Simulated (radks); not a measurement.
Problem. Species: Zr V. Configuration: [Kr]. Calculated with a radial shooting solver on a logarithmic mesh with Libxc functionals: scalar-relativistic Kohn-Sham, PBE, spin-polarised, spherical densities, finite nucleus; Fermi nuclear charge, rms radius 4.2694 fm. Some entries of the table are withheld. Estimate them.

orbital,occ.,eigenvalue (eV),<1/r> (bohr^-1)
1s,2,-17867.61,41.25
2s,2,(1),9.250
2p,6,-2245.722,9.013
3s,2,(2),3.141
3p,6,-360.5041,(3)
3d,10,-217.5947,2.742
4s,2,(4),(5)
4p,6,(6),1.014
4d,0,-40.4291,0.7625
5s,0,-33.3364,0.4889

Solution. 
(1) 2s eigenvalue (eV): -2513.077
(2) 3s eigenvalue (eV): -447.6137
(3) 3p <1/r> (bohr^-1): 2.982
(4) 4s eigenvalue (eV): -95.5787
(5) 4s <1/r> (bohr^-1): 1.137
(6) 4p eigenvalue (eV): -72.8011
